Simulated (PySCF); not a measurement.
Level of theory: PBE/[Mo def2-SVP with ECP28, Cl def2-SVP], scalar-relativistic core potentials, density fitting, no spin–orbit coupling, PySCF. Open shells, if any, are unrestricted.

Problem. What spin state, shape and geometry does isolated MoCl2 take (every ligand bound to Mo)?

Solution. Formally Mo is in oxidation state +2, d4, with 4 unpaired electrons (the high-spin count). The Mulliken spin on Mo is 3.99. The polar-tensor charge on Mo, 0.95, is far below the formal one. The lowest minimum found is a quintet of C2v symmetry with Mo–Cl 2.280 Å (×2); Cl–Mo–Cl 133.0°. Its harmonic wavenumbers are 65 (a1), 368 (a1), 413 (b2) cm⁻¹ and its dipole moment is 1.79 D.

This need not be the most stable arrangement of these atoms. Open d and f shells are described by one determinant, and the ground state may have another occupation or spin.
